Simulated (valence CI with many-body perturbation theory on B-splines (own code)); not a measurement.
Values are calculated unless marked as measured or tabulated.
**From CI to CI+MBPT in Ru39+**

Method: configuration interaction combined with many-body perturbation theory (CI+MBPT): three valence electrons over a frozen Dirac-Fock core [He], a basis of 11 s, 11 p, 9 d, 7 f, 5 g, 2 h, 1 i functions for each j, with the one-electron correlation potential Σ1, the two-electron term Σ2, the three-electron term Σ3, Breit, model QED; selected CI, second order for the rest (own B-spline code, finite nucleus).

The last digits are not significant, and no measured levels were compared; by estimate large intervals hold to a few tenths of a per cent, small ones and those within an open d or f shell to about a per cent.

Each rung adds one term. CI alone is the Dirac-Coulomb CI over the frozen core; QED comes last and gives the full result, which names the levels. Energies are above (2s^2 2p1/2) J=1/2 on the same rung, in Ry.

Levels are named by their leading jj configuration (3d3/2^4 stands for four electrons in 3d with j = 3/2), which in mixed levels can hold well under half, so a name can repeat and another be missing. Letters in brackets count levels of one name in rising energy.

```
                     Level  CI alone      Σ1      Σ2      Σ3   Breit     QED    Full
        (2s 2p1/2^2) J=1/2      8.78  -0.016  -0.004   0.000  +0.232  -0.215    8.78
        (2s^2 2p3/2) J=3/2     10.95  +0.004   0.000   0.000  -0.219  +0.018   10.76
(2s 2p1/2 2p3/2) J=3/2 [a]     17.18  -0.012  -0.002  +0.001  +0.022  -0.194   16.99
    (2s 2p1/2 2p3/2) J=5/2     19.16  -0.012  -0.004   0.000  -0.132  -0.194   18.82
(2s 2p1/2 2p3/2) J=3/2 [b]     22.06  -0.012  -0.012  -0.003  -0.057  -0.195   21.78
    (2s 2p1/2 2p3/2) J=1/2     22.28  -0.012  -0.020  -0.003  +0.049  -0.197   22.09
        (2s 2p3/2^2) J=5/2     29.59  -0.008  -0.004  -0.001  -0.265  -0.173   29.13
     (2p1/2^2 2p3/2) J=3/2     31.82  -0.028  -0.025  -0.003  +0.207  -0.408   31.57
        (2s 2p3/2^2) J=1/2     33.68  -0.007  -0.006  -0.004  -0.120  -0.174   33.37
        (2s 2p3/2^2) J=3/2     33.90  -0.008  -0.021  -0.004  -0.232  -0.175   33.46
     (2p1/2 2p3/2^2) J=3/2     41.06  -0.024  -0.025  -0.003  +0.017  -0.392   40.63
     (2p1/2 2p3/2^2) J=5/2     42.40  -0.024  -0.022  -0.003  -0.134  -0.392   41.83
     (2p1/2 2p3/2^2) J=1/2     44.45  -0.024  -0.020  -0.004  +0.064  -0.390   44.08
           (2p3/2^3) J=3/2     54.02  -0.019  -0.021  -0.003  -0.203  -0.369   53.41
           (2s^2 3s) J=1/2    241.55  +0.025  -0.004  -0.003  -0.363  +0.065  241.27
        (2s^2 3p1/2) J=1/2    244.73  +0.021  -0.004  -0.003  -0.295  -0.001  244.44
        (2s^2 3p3/2) J=3/2    247.69  +0.020  -0.004  -0.003  -0.337  -0.019  247.35
   (2s 2p1/2 3s) J=1/2 [a]    247.76  +0.009  -0.003  -0.003  -0.144  -0.145  247.47
       (2s 2p1/2 3s) J=3/2    249.16  +0.012  -0.006  -0.003  -0.238  -0.119  248.80
```

The middle columns are the shifts that each term adds.

Problem. How does the ionisation energy move along the ladder, and which term matters most?

Solution. CI alone 5869.0, + Σ1 5869.4, + Σ2 5869.3, + Σ3 5869.2, + Breit 5863.4, + QED 5863.5 eV. The largest step is Breit, -5.8 eV. NIST lists 5861 ± 4 eV (semi-empirical).
